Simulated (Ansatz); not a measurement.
Results of the Gaussian-basis code of Ansatz.

Basis-set series for C$_{11}$H$_{14}$OZr, SMILES `[CH3][Zr]12345678([OH])([C@H]9[C@@H]1[C@@H]2[C@@H]3[C@H]94)[C@H]1[C@@H]5[C@@H]6[C@@H]7[C@H]18`. The species carries charge 0 and has multiplicity 1. Zr takes the def2 core potential. The structure was optimised at the PBE0-D4/def2-TZVP level. It is one conformer, not always the lowest.

| functional | basis | functions | energy (Eh) | HOMO (eV) | LUMO (eV) |
| --- | --- | --- | --- | --- | --- |
| PBE0-D4 | def2-SVP | 269 | -549.05248 | -6.68 | -0.51 |
| PBE0-D4 | def2-QZVPP | 1185 | -549.64158 | -6.69 | -0.60 |
| ωB97M-V | def2-SVP | 269 | -549.32632 | -8.77 | 1.50 |
| ωB97M-V | def2-QZVPP | 1185 | -549.93910 | -8.76 | 0.64 |

Problem. Give the rows for def2-TZVPP. (An estimate is asked.)

Solution. The calculation gave: 
| functional | basis | functions | energy (Eh) | HOMO (eV) | LUMO (eV) |
| --- | --- | --- | --- | --- | --- |
| PBE0-D4 | def2-TZVPP | 624 | -549.61198 | -6.67 | -0.58 |
| ωB97M-V | def2-TZVPP | 624 | -549.91129 | -8.75 | 1.03 |

Positive LUMOs are unbound and depend on the basis.
